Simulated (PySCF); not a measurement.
CH7AlP2, SMILES [CH3][Al]([PH2])[PH2]. Geometry optimised at ωB97X-D3(BJ)/def2-SVP. The values are those of a single conformer.

Computed equilibrium geometry at ωB97X-D3(BJ)/def2-SVP (PySCF confirms it by a frequency run) as Cartesian coordinates in Å, and its point group (one conformer of several):
point group Cs.
```xyz
11

Al     0.0070     0.3915     0.0000
C      0.0015     2.3460     0.0000
H      1.0388     2.7273     0.0000
H     -0.4926     2.7627     0.8933
H     -0.4926     2.7627    -0.8933
P     -0.1154    -0.7965     1.9868
H      0.8241     0.0290     2.6703
H      0.8303    -1.7910     1.6064
P     -0.1154    -0.7965    -1.9868
H      0.8303    -1.7910    -1.6064
H      0.8241     0.0290    -2.6703
```
